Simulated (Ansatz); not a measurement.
Gas-phase electronic energies from Ansatz, PBE0-D4/def2-TZVP geometries. CCSD(T)/CBS is the MP2 limit (def2-TZVPP, def2-QZVPP) plus CCSD(T) − MP2 in def2-TZVPP, frozen cores. This one scheme is used for every species. Functionals use def2-TZVPP. def2 core potentials past Kr. For Sn outer-core shells are correlated without core-valence functions, which leaves a few kJ/mol of doubt a bond. One conformer a species, not always the lowest.

Consider the hydrogenolysis of a C–Sn bond: `c1cc[c]([SnH2][c]2ccccc2)cc1` + H₂ → `c1ccccc1` + `[SnH3][c]1ccccc1`.

```
          level  ΔE (kJ/mol)
           BLYP        -56.0
CCSD/def2-TZVPP        -38.4
```

(1) What does CCSD(T)/CBS give? (Estimate.)

Largest T1 diagnostic among the species: 0.012.

Results:

(1) The calculation gave: -26.1 kJ/mol. The listed levels differ from it by -29.9, -12.3 kJ/mol.

The D4 term adds +21.6 kJ/mol with B3LYP and +13.2 kJ/mol with PBE0; it sums over pairs of atoms, weighted by their polarisabilities, and B3LYP, whose exchange is more repulsive, gets the larger term. At CCSD(T), def2-SVP lies −15.6 kJ/mol from the extrapolated value and def2-TZVPP −3.0 kJ/mol.

B3LYP here is the variant with VWN-RPA as its local correlation; programs differ in this.
